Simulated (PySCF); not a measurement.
**Worked example: entropy of an ideal gas**

Be(Cl)(SeH) (BeClHSe), SMILES [Cl][Be][SeH].

Coordinates come from a PBE-D3(BJ)/def2-TZVP optimisation. Other conformers were not sampled.

PySCF 2.14.0 with PBE-D3(BJ)/def2-TZVP gives the harmonic wavenumbers 184, 217, 289, 551, 1014, 2340 cm⁻¹ and the rotational temperatures 11.0604, 0.0655, 0.0651 K. The molar mass is 124.44 g/mol, the symmetry number 1, the spin multiplicity 1.

Problem. Work out the entropy at 298.15 K and 1 atm in the rigid-rotor, harmonic-oscillator model.

Solution. 
Translation (Sackur–Tetrode at 1 atm): S = R[1.5 ln M + 2.5 ln T − 1.16487] = 168.9 J/(mol K).
Rotation: q = (√π/σ) T^1.5/√(θA θB θC) = 42000, S = R[ln q + 3/2] = 101.0 J/(mol K).
Vibration: with u = 1.4388 ν/T, each mode gives R[u/(e^u − 1) − ln(1 − e^−u)]:
| ν (cm⁻¹) | modes | u | S (J/(mol K)) |
|---|---|---|---|
| 184 | 1 | 0.89 | 9.57 |
| 217 | 1 | 1.05 | 8.30 |
| 289 | 1 | 1.39 | 6.19 |
| 551 | 1 | 2.66 | 2.27 |
| 1014 | 1 | 4.89 | 0.37 |
The stiffer modes add less than 0.005 each. Sum 26.7 J/(mol K).
Spin: R ln 1 = 0.0 J/(mol K).
Total 296.6 J/(mol K); the program's own thermochemistry gives 296.6. Translation makes up 57 % and vibration 9 %. Anharmonicity, hindered rotation and orbital degeneracy are left out.
